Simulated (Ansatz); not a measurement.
A series at Ge: from `[Br][GeH]([Br])[Br]`, ligands are replaced one by one, each step taking up H₂ and setting free HBr; n counts the steps. Ansatz, PBE0-D4/def2-TZVP geometries.

CBS adds triple-zeta CCSD(T) − MP2 to the MP2 limit, frozen cores; atoms without spin–orbit coupling. Outer-core shells of Br, Ge are correlated without core-valence functions. Scalar relativity is left out up to krypton. Spin–orbit coupling is left out.

```
n               molecule  atomization energy, CCSD(T)/CBS (kJ/mol)
0  `[Br][GeH]([Br])[Br]`                                    1245.5
1       `[Br][GeH2][Br]`                                    1248.5
2           `[GeH3][Br]`                                         ?
3                   GeH₄                                    1251.4
```

**Question.** By hand: fit a straight line y = ȳ + b (n − n̄) to the 3 given rows and predict n = 2.

**Answer.** n̄ = 1.333, ȳ = 1248.47; Σ(n − n̄)(y − ȳ) = 8.83, Σ(n − n̄)² = 4.667, so b = 1.89 kJ/mol a step. Prediction: 1248.47 + (1.89) × (0.667) = 1249.7 kJ/mol.

**Question.** By hand: compare with the computed value, 1249.2 kJ/mol, and give the steps along the whole series.

**Answer.** The line misses by -0.5 kJ/mol (computed minus predicted). Steps: 3.0, 0.7, 2.2 kJ/mol.

The steps differ by up to 2.3 kJ/mol without a steady trend. The miss is 8.5 % of the series' range. The energies themselves are unsure by some kJ/mol a bond, though much of that is common to the series.
